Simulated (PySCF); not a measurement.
## Radial density of Si (silicon, neutral)

MN15, [Ne] 3s2 3p2, high-spin 3P determinant. All numbers are calculated (PySCF 2.14, no relativity, point nucleus, in cc-pV(D+d)Z).

```csv
r (bohr),4πr²ρ (e/bohr),4πr²(ρα − ρβ)
0.00161,0.05506,0.0000
0.00271,0.1515,0.0000
0.00456,0.4060,0.0000
0.00768,1.054,0.0001
0.0129,2.575,0.0002
0.0217,5.706,0.0006
0.0365,10.70,0.0015
0.0614,15.30,0.0054
0.103,14.44,0.0210
0.174,9.861,0.0688
0.292,12.23,0.1295
0.492,13.47,0.0753
0.827,4.947,0.0190
1.39,1.695,0.4860
2.34,1.672,0.8225
3.94,0.4026,0.2698
6.62,0.01245,0.0111
```
